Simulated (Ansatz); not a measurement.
The cluster Cd2Cl2⁺. The state is a doublet with charge 1. Geometry PBE-D4/def2-SVP, basis def2-TZVP, Ansatz.

Cartesian coordinates in Å:
```
Cd -0.690 1.611 -0.229
Cd 0.690 -1.611 0.229
Cl 1.194 0.680 1.183
Cl -1.195 -0.679 -1.183
```

```json
{"run": "A", "HOMO (eV)": "-10.46", "LUMO (eV)": "-10.04"}
{"run": "B", "HOMO (eV)": "-10.31", "LUMO (eV)": "-9.72"}
{"run": "C", "HOMO (eV)": "-10.63", "LUMO (eV)": "-9.28"}
{"run": "D", "HOMO (eV)": "-10.16", "LUMO (eV)": "-9.64"}
{"run": "E", "HOMO (eV)": "-10.59", "LUMO (eV)": "-9.07"}
```

In the def2 sets Cd takes a core potential; there is no spin–orbit coupling. B3LYP takes the VWN-RPA correlation. Another isomer (doublet) lies 0.42 eV lower at PBE0-D4/def2-TZVP; other spin states weren't run for this one.

HOMO and LUMO are taken over both spins.

The runs used B3LYP, LDA (SPW92), PBE, PBE0, r2SCAN. Estimate which is which.

A LDA (SPW92) (0 % exact exchange); B r2SCAN (0 % exact exchange); C B3LYP (20 % exact exchange); D PBE (0 % exact exchange); E PBE0 (25 % exact exchange). Exact exchange lowers occupied and raises empty levels; among semilocal functionals meta-GGAs tend to open the gap a little, and such runs are hard to tell apart. The gap grows from 0.42 eV (LDA (SPW92)) to 1.52 eV (PBE0).
